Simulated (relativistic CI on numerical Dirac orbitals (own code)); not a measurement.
# Hyperfine structure of Lu67+, mass number 176

Calculated at this level of theory: Dirac-Coulomb-Breit CI, KLI orbitals optimised for each configuration, QED by a radiative potential, unscaled Slater integrals (own radial code, finite nucleus).

Configurations in the expansion (outside the closed core 1s2): 2s², 2s2p, 2p², 2p3s, 2p3p, 2s3s, 2s3p, 2s3d, 2s4s, 2s4p, 2s4d, 2s4f, 3s², 3s3p, 3p². Levels of other configurations are missing.

Nuclear spin I = 7, μ = 3.16 μN, Q = 4.92 b (tables of Stone and Pyykkö). The electronic factors are computed for point nuclear moments, without core polarisation or the Bohr-Weisskopf and QED corrections.

| Level | E (eV) | A (GHz) | B (GHz) |
| --- | --- | --- | --- |
| 2s2p ³P°1 | 193.1 | 5969 | -571 |
| 2s2p ³P°2 | 1387.4 | 2524 | 7390 |
| 2s2p ¹P°1 | 1474.3 | -1811 | 4260 |
| 2p² ³P1 | 1640.0 | -304.1 | 3680 |
| 2p² ¹D2 | 1658.1 | 984.6 | 6940 |
| 2p² ³P2 | 2879.0 | 344.9 | 413 |
| 2s3s ³S1 | 9984.8 | 5879 | -4.59 |
| 2s3p ³P°1 | 10061.2 | 4984 | -4.26 |

Levels with J = 0, under 50 % of one LS term, or S terms without an open s electron are left out. Small factors come from cancelling terms and can be off by tens of per cent or more.

At this charge energies of transitions that change n are usually good to better than 1 %, and those within a shell (Δn = 0) to a few per cent.

**Question.** Give the hyperfine levels of 2s2p ³P°1 relative to its centre of gravity.

**Answer.** With K = F(F + 1) − I(I + 1) − J(J + 1), E = AK/2 + B[¾K(K + 1) − I(I + 1)J(J + 1)]/[2I(2I − 1)J(2J − 1)]: F = 6: -47970, F = 7: -5623, F = 8: 41640 GHz.

LS names give the leading component of a level, which can be under half, so a name can repeat, a term be missing and a line seem to break the LS rules.
